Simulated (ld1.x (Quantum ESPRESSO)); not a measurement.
## Plane-wave convergence, TM potential for scandium (Sc)

- Element: scandium
- Generator: ld1.x (Quantum ESPRESSO) 7.5
- Type: norm-conserving Troullier–Martins (Kleinman–Bylander form)
- Functional: Wu–Cohen
- Relativity: scalar-relativistic
- Frozen core: [Ar]
- Valence charge: 3
- Reference configuration: 3d1.5 4s1.5 4p0
- Partial waves: 4p (bound, empty): rc 3.10 bohr; 3d (bound): rc 2.35 bohr; 4s (bound): rc 2.20 bohr
- Local potential: the s channel
- Core correction: Bessel-smoothed model core inside 1.85 bohr

The pseudo-atom Hamiltonian at the reference potential is diagonalised in spherical Bessel functions j_l(qr) that vanish at 20 bohr, with q² up to the cutoff. All-electron valence levels (Ry): 4p -0.0919, 3d -0.1538, 4s -0.2798.

Question: How do the lowest levels (Ry) of each channel move with the cutoff, and are there ghosts?

Answer:

```json
{"cutoff (Ry)": "8", "p #1": "-0.0916", "p #2": "0.0431", "d #1": "0.0358", "s #1": "-0.2638", "s #2": "0.0055", "f #1": "0.0988", "Σ f·Δε (mRy)": "308.3"}
{"cutoff (Ry)": "10", "p #1": "-0.0917", "p #2": "0.0430", "d #1": "0.0354", "s #1": "-0.2702", "s #2": "0.0044", "f #1": "0.0988", "Σ f·Δε (mRy)": "298.1"}
{"cutoff (Ry)": "12", "p #1": "-0.0918", "p #2": "0.0430", "d #1": "0.0344", "s #1": "-0.2754", "s #2": "0.0034", "f #1": "0.0988", "Σ f·Δε (mRy)": "288.8"}
{"cutoff (Ry)": "18", "p #1": "-0.0918", "p #2": "0.0430", "d #1": "0.0153", "s #1": "-0.2788", "s #2": "0.0027", "f #1": "0.0988", "Σ f·Δε (mRy)": "255.1"}
{"cutoff (Ry)": "21", "p #1": "-0.0918", "p #2": "0.0430", "d #1": "-0.0263", "s #1": "-0.2788", "s #2": "0.0027", "f #1": "0.0988", "Σ f·Δε (mRy)": "192.6"}
{"cutoff (Ry)": "25", "p #1": "-0.0918", "p #2": "0.0430", "d #1": "-0.0791", "s #1": "-0.2791", "s #2": "0.0027", "f #1": "0.0988", "Σ f·Δε (mRy)": "113.1"}
{"cutoff (Ry)": "30", "p #1": "-0.0918", "p #2": "0.0430", "d #1": "-0.1294", "s #1": "-0.2795", "s #2": "0.0027", "f #1": "0.0988", "Σ f·Δε (mRy)": "37.0"}
{"cutoff (Ry)": "35", "p #1": "-0.0918", "p #2": "0.0430", "d #1": "-0.1481", "s #1": "-0.2796", "s #2": "0.0026", "f #1": "0.0988", "Σ f·Δε (mRy)": "8.8"}
{"cutoff (Ry)": "45", "p #1": "-0.0918", "p #2": "0.0430", "d #1": "-0.1535", "s #1": "-0.2796", "s #2": "0.0026", "f #1": "0.0988", "Σ f·Δε (mRy)": "0.6"}
{"cutoff (Ry)": "50", "p #1": "-0.0918", "p #2": "0.0430", "d #1": "-0.1537", "s #1": "-0.2797", "s #2": "0.0026", "f #1": "0.0988", "Σ f·Δε (mRy)": "0.3"}
{"cutoff (Ry)": "55", "p #1": "-0.0918", "p #2": "0.0430", "d #1": "-0.1537", "s #1": "-0.2797", "s #2": "0.0026", "f #1": "0.0988", "Σ f·Δε (mRy)": "0.2"}
{"cutoff (Ry)": "400", "p #1": "-0.0918", "p #2": "0.0430", "d #1": "-0.1538", "s #1": "-0.2798", "s #2": "0.0026", "f #1": "0.0988", "Σ f·Δε (mRy)": "0.0"}
```

Result: no extra level below or beside the all-electron valence levels (p, d, s, f tested); 10 mRy is reached at 35 Ry and 1 mRy at 45 Ry.
